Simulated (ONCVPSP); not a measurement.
**An all-electron radial function and its pseudo partner (phosphorus)**

Columns: radius, all-electron u(r) and pseudo u(r) of the 3s shell (level -18.37 eV) of phosphorus in the configuration [Ne] 3s2 3p2.5; PBEsol, scalar-relativistic, ONCV scheme, ONCVPSP 4.0.1.

```json
{"r (bohr)": "0.078", "all-electron": "0.1746", "pseudo": "0.0096"}
{"r (bohr)": "0.155", "all-electron": "-0.0550", "pseudo": "0.0216"}
{"r (bohr)": "0.232", "all-electron": "-0.2657", "pseudo": "0.0383"}
{"r (bohr)": "0.310", "all-electron": "-0.3705", "pseudo": "0.0619"}
{"r (bohr)": "0.388", "all-electron": "-0.3732", "pseudo": "0.0939"}
{"r (bohr)": "0.465", "all-electron": "-0.3050", "pseudo": "0.1342"}
{"r (bohr)": "0.542", "all-electron": "-0.1944", "pseudo": "0.1831"}
{"r (bohr)": "0.620", "all-electron": "-0.0614", "pseudo": "0.2406"}
{"r (bohr)": "0.698", "all-electron": "0.0771", "pseudo": "0.3042"}
{"r (bohr)": "0.775", "all-electron": "0.2093", "pseudo": "0.3708"}
{"r (bohr)": "0.852", "all-electron": "0.3309", "pseudo": "0.4388"}
{"r (bohr)": "0.930", "all-electron": "0.4401", "pseudo": "0.5065"}
{"r (bohr)": "1.008", "all-electron": "0.5337", "pseudo": "0.5707"}
{"r (bohr)": "1.085", "all-electron": "0.6110", "pseudo": "0.6288"}
{"r (bohr)": "1.162", "all-electron": "0.6735", "pseudo": "0.6803"}
{"r (bohr)": "1.240", "all-electron": "0.7229", "pseudo": "0.7244"}
{"r (bohr)": "1.318", "all-electron": "0.7591", "pseudo": "0.7592"}
{"r (bohr)": "1.395", "all-electron": "0.7833", "pseudo": "0.7834"}
{"r (bohr)": "1.472", "all-electron": "0.7973", "pseudo": "0.7973"}
{"r (bohr)": "1.550", "all-electron": "0.8026", "pseudo": "0.8026"}
{"r (bohr)": "1.628", "all-electron": "0.8001", "pseudo": "0.8001"}
{"r (bohr)": "1.705", "all-electron": "0.7913", "pseudo": "0.7913"}
{"r (bohr)": "1.782", "all-electron": "0.7772", "pseudo": "0.7772"}
{"r (bohr)": "1.860", "all-electron": "0.7586", "pseudo": "0.7586"}
{"r (bohr)": "1.938", "all-electron": "0.7366", "pseudo": "0.7366"}
{"r (bohr)": "2.015", "all-electron": "0.7121", "pseudo": "0.7121"}
```

Q: How many radial nodes do the two functions have?

A: The all-electron 3s function has n − l − 1 = 2; the pseudo-wave has 0, since the states of the same l below it are removed with the core.

Q: At about which radius was the pseudo-wave matched?

A: 1.35 bohr, where the columns begin to agree (steps of 0.08 bohr).

Q: Where does each function peak?

A: Outermost all-electron maximum near 1.55 bohr, pseudo maximum near 1.55 bohr (to the table’s step).

Q: Is the pseudo-wave norm-conserving?

A: Yes: the ONCV scheme keeps the norm inside the radius equal to the all-electron one, which fixes the energy derivative of the logarithmic derivative at the level.
